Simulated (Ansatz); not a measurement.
Born–Oppenheimer molecular dynamics of CH₉AlSSi₂ (14 atoms, charge 0, multiplicity 1). It starts from a relaxed structure.

The calculation used Ansatz, RKS BLYP-D4/STO-3G.

```json
{
 "ensemble": "NVE (velocity Verlet)",
 "time step": "0.5 fs",
 "steps asked": "495",
 "starting velocities drawn for": "50 K",
 "masses": "H 2.014 u",
 "seed": "983871"
}
```

Frames 5 fs apart, positions in Å, forces in eV/Å.

Velocities at 110 fs (Å/ps):

```
Si -0.58 0.07 -0.75
C -0.20 -0.31 0.59
Al 1.03 0.68 0.45
S 0.40 0.12 -1.29
Si -0.60 -0.57 1.07
H -3.12 -1.88 1.74
H 1.59 -0.49 -2.93
H 1.42 -2.21 3.29
H -3.27 0.96 -2.11
H -1.72 4.34 -2.62
H 1.87 -1.92 -1.88
H 1.65 5.98 3.50
H 2.92 -2.71 5.50
H -3.96 -4.34 2.14
```

```xyz
14
Properties=species:S:1:pos:R:3:forces:R:3 time_fs=110 energy_less_start_eV=0.043 T=22
Si -1.970 -0.223 -0.822 0.20 0.60 0.42
C -0.551 -1.135 0.013 0.28 -0.04 0.14
Al -0.036 -0.388 1.710 -0.46 -0.21 0.53
S 1.543 0.992 1.881 0.17 0.07 -0.15
Si 2.206 1.123 -0.156 -0.06 -0.08 -0.21
H -1.833 1.230 -0.594 -0.05 -0.44 -0.18
H -3.230 -0.625 -0.238 -0.20 -0.06 0.07
H -2.013 -0.477 -2.239 -0.04 -0.01 -0.39
H -0.843 -2.191 0.150 -0.07 -0.08 -0.02
H 0.323 -1.147 -0.664 -0.06 0.01 -0.09
H -0.770 -0.714 3.019 0.23 0.08 -0.45
H 2.652 -0.148 -0.738 -0.13 0.09 0.17
H 1.190 1.671 -1.061 0.07 -0.08 0.15
H 3.349 2.010 -0.194 0.12 0.15 0.01
14
Properties=species:S:1:pos:R:3:forces:R:3 time_fs=115 energy_less_start_eV=0.040 T=24
Si -1.972 -0.220 -0.823 0.07 -0.19 0.23
C -0.550 -1.136 0.017 0.08 0.09 0.01
Al -0.033 -0.386 1.714 -0.19 -0.18 -0.11
S 1.546 0.993 1.874 0.11 0.07 0.12
Si 2.203 1.120 -0.151 0.19 0.17 0.23
H -1.850 1.204 -0.596 0.03 0.24 -0.10
H -3.236 -0.632 -0.247 -0.13 -0.04 0.04
H -2.009 -0.488 -2.248 -0.02 0.07 -0.16
H -0.861 -2.191 0.138 0.10 0.00 -0.02
H 0.310 -1.128 -0.680 -0.04 -0.13 0.01
H -0.751 -0.720 2.990 -0.08 -0.04 0.13
H 2.656 -0.126 -0.716 0.03 -0.46 -0.10
H 1.200 1.658 -1.034 -0.34 0.14 -0.26
H 3.342 2.003 -0.183 0.21 0.26 -0.01
14
Properties=species:S:1:pos:R:3:forces:R:3 time_fs=120 energy_less_start_eV=0.048 T=19
Si -1.973 -0.220 -0.823 -0.29 -0.59 -0.21
C -0.547 -1.135 0.021 -0.15 0.09 -0.14
Al -0.031 -0.385 1.718 0.03 -0.14 -0.47
S 1.549 0.994 1.868 0.00 0.05 0.40
Si 2.201 1.118 -0.144 0.49 0.32 -0.32
H -1.864 1.201 -0.610 0.05 0.41 -0.04
H -3.255 -0.642 -0.253 0.20 0.08 -0.09
H -2.007 -0.490 -2.272 0.01 0.15 0.41
H -0.868 -2.192 0.125 0.15 0.07 0.04
H 0.294 -1.122 -0.696 0.09 -0.14 0.04
H -0.741 -0.730 2.975 -0.26 -0.10 0.46
H 2.660 -0.147 -0.703 -0.08 -0.09 0.00
H 1.177 1.656 -1.031 -0.02 -0.02 -0.05
H 3.354 2.022 -0.172 -0.23 -0.10 -0.04
14
Properties=species:S:1:pos:R:3:forces:R:3 time_fs=125 energy_less_start_eV=0.048 T=19
Si -1.977 -0.223 -0.825 -0.05 0.38 0.12
C -0.546 -1.133 0.022 -0.07 0.16 -0.33
Al -0.030 -0.385 1.717 -0.26 -0.28 0.19
S 1.553 0.996 1.865 -0.09 0.02 0.56
Si 2.203 1.119 -0.141 0.16 0.00 -0.82
H -1.873 1.235 -0.630 0.00 -0.41 -0.06
H -3.255 -0.644 -0.268 0.04 0.03 0.01
H -2.004 -0.478 -2.259 0.00 0.01 0.02
H -0.859 -2.188 0.116 0.01 -0.10 0.13
H 0.287 -1.132 -0.706 0.09 -0.01 0.12
H -0.755 -0.749 3.003 0.12 0.09 -0.20
H 2.656 -0.179 -0.688 -0.16 0.39 0.14
H 1.152 1.652 -1.034 0.35 -0.19 0.21
H 3.345 2.034 -0.166 -0.15 -0.10 -0.08
14
Properties=species:S:1:pos:R:3:forces:R:3 time_fs=130 energy_less_start_eV=0.046 T=21
Si -1.981 -0.223 -0.825 0.22 0.44 0.24
C -0.548 -1.128 0.018 -0.04 -0.13 -0.16
Al -0.030 -0.388 1.718 -0.24 -0.21 0.34
S 1.555 0.998 1.866 -0.16 -0.04 0.53
Si 2.207 1.119 -0.143 -0.15 -0.10 -0.20
H -1.881 1.232 -0.656 0.02 -0.28 0.05
H -3.252 -0.643 -0.280 -0.20 -0.05 0.14
H -2.002 -0.465 -2.243 -0.01 -0.13 -0.41
H -0.847 -2.191 0.122 -0.04 0.08 0.11
H 0.291 -1.143 -0.703 0.08 0.10 0.07
H -0.759 -0.758 3.014 0.22 0.14 -0.38
H 2.635 -0.173 -0.662 0.07 0.00 -0.09
H 1.162 1.630 -1.019 0.00 0.01 -0.12
H 3.321 2.036 -0.170 0.26 0.16 -0.12
14
Properties=species:S:1:pos:R:3:forces:R:3 time_fs=135 energy_less_start_eV=0.049 T=19
Si -1.983 -0.221 -0.824 -0.07 -0.54 -0.45
C -0.549 -1.125 0.010 0.08 -0.09 0.19
Al -0.033 -0.393 1.722 0.22 0.10 -0.39
S 1.557 0.999 1.871 -0.21 -0.10 0.36
Si 2.210 1.120 -0.148 0.04 0.23 0.34
H -1.886 1.203 -0.675 0.07 0.52 0.20
H -3.266 -0.646 -0.279 0.07 0.04 0.04
H -2.001 -0.464 -2.266 -0.03 -0.06 0.15
H -0.840 -2.186 0.141 -0.08 0.06 0.00
H 0.305 -1.144 -0.692 0.00 0.09 0.00
H -0.742 -0.754 2.988 -0.15 -0.05 0.25
H 2.622 -0.167 -0.645 0.25 -0.35 -0.24
H 1.171 1.609 -1.018 -0.29 0.16 -0.34
H 3.321 2.053 -0.187 0.11 -0.01 -0.10
14
Properties=species:S:1:pos:R:3:forces:R:3 time_fs=140 energy_less_start_eV=0.040 T=24
Si -1.986 -0.222 -0.826 -0.11 -0.13 -0.49
C -0.550 -1.123 0.006 0.12 0.14 0.36
Al -0.034 -0.397 1.722 0.30 0.23 -0.49
S 1.557 1.000 1.879 -0.17 -0.11 0.12
Si 2.213 1.122 -0.150 -0.03 0.05 -0.21
H -1.883 1.222 -0.672 0.03 0.02 0.12
H -3.274 -0.646 -0.272 0.22 0.07 -0.03
H -2.004 -0.470 -2.275 -0.05 -0.01 0.33
H -0.843 -2.177 0.159 -0.06 -0.11 -0.11
H 0.318 -1.135 -0.681 -0.11 -0.01 -0.04
H -0.739 -0.754 2.986 -0.20 -0.09 0.34
H 2.634 -0.192 -0.653 0.06 0.24 0.01
H 1.155 1.602 -1.049 0.18 -0.05 0.11
H 3.333 2.067 -0.216 -0.18 -0.25 -0.03
14
Properties=species:S:1:pos:R:3:forces:R:3 time_fs=145 energy_less_start_eV=0.045 T=21
Si -1.990 -0.224 -0.832 0.32 0.63 0.24
C -0.548 -1.120 0.008 -0.12 -0.04 0.28
Al -0.032 -0.399 1.719 -0.08 0.11 0.31
S 1.556 1.000 1.888 -0.07 -0.07 -0.14
Si 2.215 1.124 -0.154 -0.31 -0.31 -0.29
H -1.878 1.242 -0.656 -0.03 -0.55 -0.04
H -3.260 -0.638 -0.266 -0.07 -0.03 0.07
H -2.012 -0.479 -2.254 -0.05 -0.07 -0.26
H -0.851 -2.176 0.165 0.07 0.06 -0.17
H 0.320 -1.126 -0.675 -0.07 -0.08 -0.09
H -0.755 -0.763 3.016 0.18 0.09 -0.34
H 2.655 -0.192 -0.662 -0.05 0.40 0.12
H 1.156 1.592 -1.070 0.28 -0.10 0.27
H 3.329 2.056 -0.249 0.00 -0.03 0.04
14
Properties=species:S:1:pos:R:3:forces:R:3 time_fs=150 energy_less_start_eV=0.038 T=25
Si -1.991 -0.221 -0.836 0.34 -0.12 0.32
C -0.548 -1.116 0.016 -0.14 -0.02 -0.14
Al -0.031 -0.400 1.718 -0.07 0.14 0.43
S 1.554 1.000 1.896 0.02 -0.04 -0.39
Si 2.215 1.124 -0.160 -0.14 -0.10 0.49
H -1.875 1.211 -0.643 0.01 0.16 -0.06
H -3.252 -0.633 -0.254 -0.13 -0.05 0.06
H -2.026 -0.495 -2.257 -0.03 -0.01 -0.20
H -0.853 -2.172 0.152 0.04 -0.04 -0.07
H 0.313 -1.125 -0.679 -0.06 -0.04 -0.02
H -0.754 -0.763 3.014 0.17 0.08 -0.31
H 2.672 -0.154 -0.660 0.09 -0.28 -0.08
H 1.182 1.573 -1.066 -0.27 0.12 -0.14
H 3.325 2.042 -0.277 0.17 0.20 0.10
14
Properties=species:S:1:pos:R:3:forces:R:3 time_fs=155 energy_less_start_eV=0.055 T=15
Si -1.990 -0.220 -0.838 -0.06 -0.69 -0.01
C -0.551 -1.114 0.021 -0.08 -0.10 -0.38
Al -0.030 -0.399 1.720 0.27 0.27 -0.23
S 1.552 0.999 1.901 0.09 -0.01 -0.52
Si 2.214 1.123 -0.162 0.17 0.13 0.50
H -1.871 1.196 -0.636 0.03 0.55 -0.07
H -3.256 -0.632 -0.236 0.12 0.05 -0.09
H -2.043 -0.511 -2.279 0.02 0.13 0.34
H -0.851 -2.172 0.131 -0.03 -0.07 0.07
H 0.300 -1.129 -0.685 0.03 0.05 0.01
H -0.737 -0.756 2.981 -0.21 -0.11 0.38
H 2.699 -0.143 -0.664 0.03 -0.34 -0.06
H 1.182 1.566 -1.074 -0.27 0.10 -0.12
H 3.335 2.047 -0.292 -0.12 0.04 0.18
14
Properties=species:S:1:pos:R:3:forces:R:3 time_fs=160 energy_less_start_eV=0.053 T=16
Si -1.988 -0.223 -0.839 -0.06 0.35 0.31
C -0.556 -1.113 0.019 0.00 -0.29 -0.31
Al -0.027 -0.397 1.721 0.06 0.10 -0.20
S 1.552 0.999 1.902 0.17 0.04 -0.52
Si 2.214 1.123 -0.160 0.01 -0.18 -0.19
H -1.865 1.231 -0.639 -0.03 -0.36 -0.19
H -3.249 -0.627 -0.228 0.05 0.04 -0.07
H -2.058 -0.515 -2.269 0.04 0.07 0.10
H -0.852 -2.178 0.118 -0.01 0.10 0.12
H 0.291 -1.126 -0.690 0.11 0.07 0.00
H -0.740 -0.758 2.985 -0.13 -0.06 0.26
H 2.727 -0.164 -0.672 -0.24 0.29 0.19
H 1.156 1.568 -1.091 0.26 -0.13 0.32
H 3.333 2.058 -0.287 -0.22 -0.03 0.18
14
Properties=species:S:1:pos:R:3:forces:R:3 time_fs=165 energy_less_start_eV=0.041 T=23
Si -1.987 -0.224 -0.838 0.06 0.58 0.49
C -0.560 -1.117 0.011 0.26 0.02 -0.08
Al -0.024 -0.393 1.721 -0.43 -0.23 0.28
S 1.552 0.998 1.899 0.19 0.07 -0.43
Si 2.214 1.121 -0.159 -0.17 -0.24 0.06
H -1.861 1.233 -0.662 -0.02 -0.38 -0.12
H -3.238 -0.618 -0.226 -0.18 -0.03 0.06
H -2.068 -0.510 -2.249 0.02 -0.06 -0.34
H -0.855 -2.177 0.118 -0.01 -0.06 0.07
H 0.293 -1.116 -0.695 0.01 -0.02 0.05
H -0.756 -0.767 3.014 0.24 0.13 -0.38
H 2.731 -0.159 -0.662 -0.15 0.16 0.10
H 1.154 1.558 -1.076 0.14 -0.07 0.16
H 3.309 2.068 -0.262 0.03 0.13 0.08
```

Of the whole run (248 fs, mean temperature of the second half 24 K): The conserved energy stayed within 0.017 meV per atom of its start (net change 0.0023 meV per atom), so the integration is sound. Over the second half the temperature averaged 0.48 of the 50 K drawn at the start: a run that starts near a minimum puts about half its kinetic energy into the potential. A run of 0.25 ps of so small a system gives no equilibrium averages. Limits of this set-up: minimal basis.

Time of the run: 32 min on 1 thread of Arm Neoverse N1 (shared host), peak memory 0.1 GiB.
